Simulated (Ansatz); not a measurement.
The cluster Na8⁺ (the lowest doublet isomer of a short search). The state is a doublet with charge 1. Geometry r2SCAN/def2-SVP, basis def2-TZVP, Ansatz.

Cartesian coordinates in Å:
```
Na -0.071 1.917 -2.133
Na -0.262 -1.223 -0.489
Na 2.994 -0.054 -1.621
Na 1.234 1.406 1.280
Na -2.392 1.377 0.755
Na 2.428 -2.026 1.593
Na -0.915 -1.034 3.081
Na -3.018 -0.363 -2.466
```

| run | HOMO (eV) | LUMO (eV) |
| --- | --- | --- |
| A | -5.67 | -5.16 |
| B | -6.12 | -4.72 |
| C | -5.77 | -4.84 |
| D | -6.37 | -4.24 |
| E | -5.73 | -5.26 |

The structure comes from a short search, and lower isomers may exist.

HOMO and LUMO are taken over both spins.

Task: The runs used BHLYP, PBE, PBE0, r2SCAN, revPBE. Estimate which is which.

Result: A revPBE (0 % exact exchange); B PBE0 (25 % exact exchange); C r2SCAN (0 % exact exchange); D BHLYP (50 % exact exchange); E PBE (0 % exact exchange). Exact exchange lowers occupied and raises empty levels; among semilocal functionals meta-GGAs tend to open the gap a little, and such runs are hard to tell apart. The gap grows from 0.47 eV (PBE) to 2.13 eV (BHLYP).
